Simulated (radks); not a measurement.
The numbers below are computed, except where a source is named.
Trend from B to Tl: ionisation energy by Delta-SCF between NIST ground configurations, and size. Level of theory: non-relativistic Kohn-Sham, PBEsol, spin-unpolarised, spherical densities, point nucleus (a radial shooting solver on a logarithmic mesh with Libxc functionals).

species      configuration  configuration of the ion  IE (eV)  NIST (eV)  kind  outermost  <r> outermost (bohr)
B             [He] 2s2 2p1                  [He] 2s2    8.142      8.298  exp.         2p                  2.30
Al            [Ne] 3s2 3p1                  [Ne] 3s2    5.746      5.986  exp.         3p                  3.43
Ga       [Ar] 3d10 4s2 4p1             [Ar] 3d10 4s2    5.716      5.999  exp.         4p                  3.39
In       [Kr] 4d10 5s2 5p1             [Kr] 4d10 5s2    5.435      5.786  exp.         5p                  3.71
Tl                [Hg] 6p1                      [Hg]    5.328      6.108  exp.         6p                  3.83

Reference values: NIST Atomic Spectra Database (measured). Relativity is left out here, which matters for elements this heavy. Spin polarisation and multiplet splitting are left out, so open shells lie too high by an amount that depends on their filling.

Beside tabulated values, note that spin-unpolarised runs miss the spin-polarisation part of the exchange energy of open shells.
